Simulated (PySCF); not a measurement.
Be(Br)(SiH3) (BeBrH₃Si), SMILES [Br][Be][SiH3]. Atoms are numbered in the order given.

```xyz
6

Be     0.0000     0.0000     0.5342
Br     0.0000     0.0000    -1.4233
Si     0.0000     0.0000     2.7087
H     -1.1995    -0.6925     3.2521
H      0.0000     1.3851     3.2521
H      1.1995    -0.6925     3.2521
```

Geometry optimised at ωB97X-D3(BJ)/def2-TZVP.

Calculation: C-PCM-ωB97X/def2-SVP (PySCF 2.14.0).

The values are the electrostatic part of the solvation free energy, E(continuum) − E(gas) at the gas-phase geometry, in a cavity of scaled van der Waals radii (PySCF's table); cavitation and dispersion terms are not included. A continuum can't describe solvent molecules that bind to the metal. In vacuum the orbital gap is 11.44 eV. The dipole moment in vacuum is 0.08 D.

| solvent | ε | ΔG(elec) (kcal/mol) | dipole (D) | gap (eV) |
|---|---|---|---|---|
| water | 78.36 | -4.3 | 0.12 | 11.63 |
| chloroform | 4.71 | ? | ? | ? |
| benzene | 2.27 | -2.2 | 0.10 | 11.54 |

Task: Some entries are withheld; supply them. (Estimate from the structure and the level; the computed values follow.)

Result: 
- chloroform, ΔG(elec) (kcal/mol): -3.3
- chloroform, dipole (D): 0.11
- chloroform, gap (eV): 11.59
